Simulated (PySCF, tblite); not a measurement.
A database entry of computed molecular properties. Lists by class give the value and the number of equivalent atoms.

```json
{
 "formula": "C6H12P2",
 "smiles": "C=CP(CP)C(=C)C",
 "charge": 0,
 "multiplicity": 1,
 "geometry_level": "GFN2-xTB",
 "atoms_angstrom": [
  ["C", -2.293, 1.433, -0.177],
  ["C", -1.34, 1.119, -1.041],
  ["P", -0.406, -0.443, -1.033],
  ["C", 1.25, 0.308, -1.461],
  ["P", 2.647, -0.914, -1.367],
  ["C", -0.206, -0.684, 0.781],
  ["C", -0.683, -1.81, 1.296],
  ["C", 0.466, 0.369, 1.605],
  ["H", -2.535, 0.793, 0.657],
  ["H", -2.865, 2.344, -0.263],
  ["H", -1.131, 1.76, -1.891],
  ["H", 1.197, 0.649, -2.502],
  ["H", 1.481, 1.178, -0.839],
  ["H", 1.99, -1.914, -2.082],
  ["H", 2.27, -1.494, -0.154],
  ["H", -0.626, -2.03, 2.351],
  ["H", -1.147, -2.559, 0.675],
  ["H", 0.29, 0.193, 2.665],
  ["H", 0.093, 1.359, 1.345],
  ["H", 1.543, 0.355, 1.432]
 ],
 "electronic_structure_code": "PySCF",
 "results": {
  "GFN2-xTB geometry": {
   "point_group": "C1",
   "rotational_constants_GHz": [1.907, 1.002, 0.812]
  },
  "PBE0/pcSseg-1 ground state and GIAO shieldings, non-relativistic": {
   "dipole_D": 1.59,
   "homo_eV": -6.59,
   "lumo_eV": -0.34,
   "shift_vs_computed_TMS_C_by_class_ppm": [
    [152.5, 1],
    [149.8, 1],
    [143.3, 1],
    [127.9, 1],
    [19.2, 1],
    [12.4, 1]
   ],
   "shift_vs_computed_TMS_H_by_class_ppm": [
    [6.38, 1],
    [6.31, 1],
    [6.23, 1],
    [5.95, 1],
    [5.53, 1],
    [2.55, 2],
    [1.96, 3],
    [1.34, 2]
   ],
   "shielding_other_nuclei_by_class_ppm": [
    ["P", 326.3, 1],
    ["P", 499.9, 1]
   ],
   "charges_hirshfeld_e_by_atom": [-0.1, -0.1, 0.15, -0.16, 0.06, -0.03, -0.09, -0.12, 0.04, 0.05, 0.04, 0.04, 0.04, -0.02, -0.02, 0.05, 0.04, 0.05, 0.04, 0.04]
  },
  "GFN2-xTB harmonic vibrations, gas phase": {
   "strongest_ir_bands_cm-1_km_per_mol_modes": [
    [747.7, 62.5, 1],
    [2259.5, 106.7, 1],
    [2322.9, 148.1, 1],
    [3024.6, 30.1, 1],
    [3076.2, 30.0, 1],
    [3105.4, 36.1, 1]
   ],
   "zpe_kcal_per_mol": 97.8
  }
 }
}
```

With B = h/(8π²I), that is 505.379 GHz u Å² over I, the principal moments of inertia are 265.0, 504.2 and 622.2 u Å² (most abundant isotopes). The zero-point energy, half the sum of the 54 harmonic wavenumbers, equals 34220 cm⁻¹ or 409 kJ/mol. A dipole of 1.59 D is allowed in C1, and pure rotational transitions are dipole-allowed.

 NMR classes are plain means over equivalent atoms (diastereotopic ones count apart unless rotation or inversion swaps them), as if these changed places fast; in this geometry the members of some classes differ.

The values belong to the conformer `[CH2:1]=[CH:2][P:3]([CH2:4][PH2:5])[C:6](=[CH2:7])[CH3:8]`: C1–C2–P3–C4 -141°, C2–P3–C4–P5 173°, C2–P3–C6–C7 122°, H–P5–C4–P3 47°, H–P5–C4–P3 -45°.
